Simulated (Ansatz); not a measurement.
CH5FN2SSi, relaxed with RKS PBE-D4/def2-SVP in Ansatz 0.2.0 from a rough embedded geometry. The force threshold is 0.03 eV/Å; the program also tests the step.

Total charge 0; spin multiplicity 1. The bonds changed during the relaxation, so this is another structure than the one it started from.

Start:

```xyz
11

N     0.653    0.425    1.430
C     0.632    0.369   -0.064
S    -0.051    1.726   -0.865
N     0.685   -0.823   -0.685
Si   -0.898   -1.345   -0.692
F    -1.519   -1.552    0.758
H    -0.310    0.252    1.712
H     1.162   -0.442    1.679
H     0.486    2.706   -0.082
H     1.000   -0.770   -1.613
H    -1.840   -0.544   -1.577
```

Problem. How much energy does the relaxation release, and in how many steps? (Estimate.)

Solution. Ansatz gave: 2.63 eV, in 21 steps, 2 of them rejected.

Problem. Which bonds change most? (Best estimate.)

Solution. The calculation gave: N4–Si5 from 1.666 to 1.977 Å; N1–C2 from 1.494 to 1.340 Å; Si5–F6 from 1.591 to 1.741 Å; C2–S3 from 1.718 to 1.790 Å.

Problem. Give the relaxed structure. (An estimate is asked.)

Solution. Computed: 
```xyz
11

N    -0.183    0.508    1.014
C     0.284    0.586   -0.239
S     1.020    2.113   -0.813
N     0.174   -0.429   -1.072
Si   -0.642   -2.191   -0.697
F    -0.284   -2.090    1.003
H    -0.266    1.336    1.597
H    -0.392   -0.455    1.361
H     1.618    2.438    0.369
H     0.704   -0.324   -1.942
H    -2.034   -1.494   -0.580
```
